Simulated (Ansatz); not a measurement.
**SnO: shapes and states compared**

Computed with Ansatz's Gaussian-basis code (development build). Basis cc-pwCVTZ-PP on Sn, cc-pVTZ on O, scalar-relativistic core potentials (28 electrons on Sn), no spin–orbit coupling, 5 orbitals frozen in the corrections; active space CAS(6,6). Restricted Hartree–Fock, then the lowest state-specific CASSCF solution met for each case. Coupled cluster stands on the determinant that it favours, not always the lowest RHF. Single-reference values can break down or jump between states where bonds are stretched. Unlike active orbitals can shift such differences by tenths of an eV, at times by over 1 eV.

Case A, triplet: bond length 1.8330 Å.

Case B, singlet: bond length 2.1079 Å.

Case C, singlet: the shape of A.

Energy less that of case A, in eV:

```csv
case,RHF/ROHF,CASSCF,CCSD(T)
B,+0.445,-2.375,-2.252
C,-1.089,-3.281,-3.109
```

Problem. What does SC-NEVPT2 give for these differences?

Solution. B: -2.229 eV (-51.4 kcal/mol); C: -3.049 eV (-70.3 kcal/mol).

Problem. Which case is lowest, and do the methods agree?

Solution. C is lowest in SC-NEVPT2. Of the methods shown, RHF/ROHF, CASSCF, CCSD(T) agree.
